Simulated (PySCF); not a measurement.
Species: AlF2H4Sb.
Atom-mapped SMILES: `[F:1][AlH-:2]([F:3])[SbH3+:4]` (hydrogens: H5 on Al2; H6, H7, H8 on Sb4)

The calculation used PySCF 2.14.0, PBE0-D3(BJ)/def2-SVP geometry optimisation, gas phase, def2 core potentials past Kr.

(1) What internal coordinates does the optimisation give?

## Answers

(1) 
```json
{"bond": "F1–Al2, Al2–F3", "length (pm)": "167.2", "order": "single"}
{"bond": "Al2–Sb4", "length (pm)": "286.9", "order": "single"}
{"bond": "Al2–H5", "length (pm)": "157.6", "order": "single"}
{"bond": "Sb4–H6, Sb4–H7, Sb4–H8", "length (pm)": "169.6", "order": "single"}
```

Bonds in one row agree within 1 pm and their mean is given. Orders are formal, as drawn. A selection of angles:
```json
{"angle": "F1–Al2–F3", "degrees": "115.7"}
{"angle": "F1–Al2–Sb4", "degrees": "94.3"}
{"angle": "F1–Al2–H5", "degrees": "119.7"}
{"angle": "Sb4–Al2–H5", "degrees": "103.1"}
{"angle": "Al2–Sb4–H6", "degrees": "123.2"}
{"angle": "Al2–Sb4–H7", "degrees": "119.2"}
{"angle": "H6–Sb4–H7", "degrees": "96.1"}
{"angle": "H7–Sb4–H8", "degrees": "96.8"}
```

Sb4 (antimony bonded to Al and 3 H) has angles from 96.1° to 123.2°. Al2 (aluminium bonded to 2 F, Sb and H) has angles from 94.3° to 119.7°.

No frequency check.

Hardware: one thread of an AMD EPYC 9R14, no GPU (shared host). Cost: 23 s of wall time, 0.38 GiB resident at most. That covers the optimisation of the geometry.
